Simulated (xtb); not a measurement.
HO2, charge -1, singlet, from a rough starting geometry; GFN2-xTB in xtb 6.7.1.

xtb was given this input:
```
$ xtb mol.xyz --gfn 2 --chrg -1 --opt vtight --json

# file mol.xyz
3

O      0.25018381     1.02750657    -0.15190397
O      0.26123013    -0.39991346    -0.16412709
H     -0.58350009    -0.58159316     0.37856319
```

**Question.** Predict the main parts of the log of this xtb run.

**Answer.** 
```
   ID    Z sym.   atoms
    1    8 O      1, 2
    2    1 H      3

           -------------------------------------------------
          |                Calculation Setup                |
           -------------------------------------------------

           -------------------------------------------------
          |                 G F N 2 - x T B                 |
           -------------------------------------------------

          ...................................................
          :                      SETUP                      :
          :.................................................:
          :  # basis functions                   9          :
          :  # atomic orbitals                   9          :
          :  # shells                            5          :
          :  # electrons                        14          :
          :  max. iterations                   250          :
          :  Hamiltonian                  GFN2-xTB          :
          :  restarted?                      false          :
          :  GBSA solvation                  false          :
          :  PC potential                    false          :
          :  electronic temp.          300.0000000     K    :
          :  accuracy                    1.0000000          :
          :  -> integral cutoff          0.2500000E+02      :
          :  -> integral neglect         0.1000000E-07      :
          :  -> SCF convergence          0.1000000E-05 Eh   :
          :  -> wf. convergence          0.1000000E-03 e    :
          :  Broyden damping             0.4000000          :
          :  net charge                         -1          :
          :  unpaired electrons                  0          :
          ...................................................

 iter      E             dE          RMSdq      gap      omega  full diag
   1     -8.7023230 -0.870232E+01  0.696E+00    7.48       0.0  T
   2     -8.7151954 -0.128724E-01  0.424E+00    7.17       1.0  T
   3     -8.7165514 -0.135601E-02  0.126E+00    6.99       1.0  T
   4     -8.7168043 -0.252854E-03  0.272E-01    7.08       1.0  T
   5     -8.7168488 -0.445295E-04  0.103E-01    7.10       1.0  T
   6     -8.7168595 -0.107007E-04  0.498E-02    7.12       1.2  T
   7     -8.7168613 -0.185199E-05  0.547E-03    7.12      10.6  T
   8     -8.7168614 -0.389043E-08  0.125E-03    7.12      46.2  T
   9     -8.7168614 -0.527892E-09  0.363E-04    7.12     159.2  T
[...]
         :: total energy              -8.706584458870 Eh    ::
 * total energy  :    -8.7065845 Eh     change       -0.1243450E-13 Eh
 * total energy  :    -8.7089520 Eh     change       -0.2367560E-02 Eh
 * total energy  :    -8.7092821 Eh     change       -0.3301036E-03 Eh
 * total energy  :    -8.7093080 Eh     change       -0.2587353E-04 Eh
 * total energy  :    -8.7093121 Eh     change       -0.4092346E-05 Eh
 * total energy  :    -8.7093123 Eh     change       -0.1897481E-06 Eh
 * total energy  :    -8.7093123 Eh     change       -0.1327924E-07 Eh
   *** GEOMETRY OPTIMIZATION CONVERGED AFTER 7 ITERATIONS ***
         :: total energy              -8.709312291757 Eh    ::
[...]
         4        2.0000           -0.2240031              -6.0954
         5        2.0000           -0.2081714              -5.6646
         6        2.0000           -0.0774656              -2.1079
         7        2.0000           -0.0649478              -1.7673 (HOMO)
         8                          0.1752207               4.7680 (LUMO)
         9                          0.3923392              10.6761
      -------------------------------------------------------------
                  HL-Gap            0.2401685 Eh            6.5353 eV
             Fermi-level            0.0551365 Eh            1.5003 eV

     #   Z          covCN         q      C6AA      α(0)
     1   8 O        0.903    -0.727    29.430     7.275
     2   8 O        1.708    -0.481    22.474     6.401
     3   1 H        0.805     0.209     1.075     1.628

 Mol. C6AA /au·bohr⁶  :        125.088817
 Mol. C8AA /au·bohr⁸  :       2421.350117
 Mol. α(0) /au        :         15.303632

Wiberg/Mayer (AO) data.
largest (>0.10) Wiberg bond orders for each atom

 ---------------------------------------------------------------------------
     #   Z sym  total        # sym  WBO       # sym  WBO       # sym  WBO
 ---------------------------------------------------------------------------
     1   8 O    0.933 --     2 O    0.930
     2   8 O    1.883 --     3 H    0.953     1 O    0.930
     3   1 H    0.956 --     2 O    0.953
 ---------------------------------------------------------------------------

Topologies differ in total number of bonds
Writing topology from bond orders to xtbtopo.mol

molecular dipole:
                 x           y           z       tot (Debye)
 q only:       -0.783      -1.282       0.489
   full:       -0.981      -1.484       0.615       4.783
molecular quadrupole (traceless):
                xx          xy          yy          xz          yz          zz
 q only:        1.404      -0.405      -2.849       0.013       0.226       1.445
  q+dip:        2.149      -0.341      -4.332      -0.001       0.174       2.183
   full:        1.789      -0.260      -3.440      -0.188       0.127       1.652

optimized geometry written to: xtbopt.xyz

           -------------------------------------------------
          | TOTAL ENERGY               -8.709312291757 Eh   |
          | GRADIENT NORM               0.000004844518 Eh/α |
          | HOMO-LUMO GAP               6.535316846810 eV   |
           -------------------------------------------------
```
